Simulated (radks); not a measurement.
Task: These are the eigenvalues of the occupied orbitals of an atom or ion with whole-number occupations (eV). Method: Dirac Kohn-Sham, PBE, spin-unpolarised, spherical densities, finite nucleus; Fermi nuclear charge, rms radius of each element as measured or else 0.836 A^(1/3) + 0.57 fm; computed with a radial shooting solver on a logarithmic mesh with Libxc functionals.

orbital  eigenvalue
1s1/2     -45027.98
2s1/2     -7365.021
2p1/2     -6977.287
2p3/2     -6417.268
3s1/2     -1653.013
3p1/2     -1486.786
3p3/2     -1374.230
3d3/2     -1085.197
3d5/2     -1060.833
4s1/2     -373.3283
4p1/2     -309.7904
4p3/2     -284.6728
4d3/2     -179.8182
4d5/2     -175.2593
5s1/2      -82.8994
5p1/2      -63.8408
5p3/2      -59.4830
4f5/2      -53.0448
4f7/2      -52.4105
6s1/2      -26.1241

Which element is it, and in what charge state? The configuration may be excited. Open shells, if any, are shared by 2j + 1.

Result: Z = 61, promethium, charge +3: Pm3+ in [Xe] 4f2 6s2. The list shows which subshells hold electrons but not how many an open one holds; the 1s level, -1654.7 hartree, gives Z - s = 57.5 by -(Z - s)^2/2, which with screening and relativity narrows Z to a few neighbours, and the depths of the outer levels then fix element, charge and occupations together.
